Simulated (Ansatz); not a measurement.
C₂H₅S (SMILES CC[S-]), charge -1, singlet, at a GFN2-xTB geometry (a gas-phase anion, which may not be bound at this level), with bond 7-1 at 1.4 times its length; CASSCF(6,4)/STO-3G in Ansatz (a program for electronic structure).

Input for Ansatz:
Ansatz 0.2 input:
```yaml
crystal:
  periodic: [false, false, false]
  atoms:
    - {symbol: C, position_ang: [1.47851571, 0.68060766, -0.01630759]}
    - {symbol: C, position_ang: [-0.04245140, 0.78349808, 0.00269481]}
    - {symbol: S, position_ang: [-0.84017842, -0.83808993, 0.00801552]}
    - {symbol: H, position_ang: [-0.36088747, 1.34165179, 0.89662847]}
    - {symbol: H, position_ang: [-0.38275106, 1.34657790, -0.88002358]}
    - {symbol: H, position_ang: [1.94944808, 1.67086100, -0.01935725]}
    - {symbol: H, position_ang: [1.95824101, -0.08966499, 1.20985893]}
    - {symbol: H, position_ang: [1.79948264, 0.13530081, -0.90334496]}
basis:
  gaussian:
    orbitals: STO-3G
hamiltonian:
  xc: hf
total_charge: -1
magnetization: {spin_polarized: false}
correlation: {active_space: {window: {electrons: 6, orbitals: 4}}}
```

What the program printed (banner, timings and long lists left out):

```
Functional definition: HF
306 factors; integrals over basis functions are off by at most 3.3e-5 eV
mean field evaluation 1: about -12800.9529 eV, gradient 3.2e1 eV
mean field evaluation 2: about -12801.0872 eV, gradient 3.2e1 eV
mean field evaluation 4: about -12805.5284 eV, gradient 2.3e0 eV
mean field evaluation 8: about -12805.5616 eV, gradient 4.1e-5 eV
mean field -12805.56157979 eV, -470.5957081360 hartree, gradient 1.0e-6 eV, S^2 0.000000; 0 other end points of the search recorded, 0 dependent functions left out
reference -12805.56157979 eV, -470.5957081360 hartree; 17, 17 occupied and 7, 7 virtual orbitals, 306 factors
state -12806.65223548 eV, -470.6357889932 hartree
Total energy: -12806.65223548 eV, -470.6357889932 hartree
```
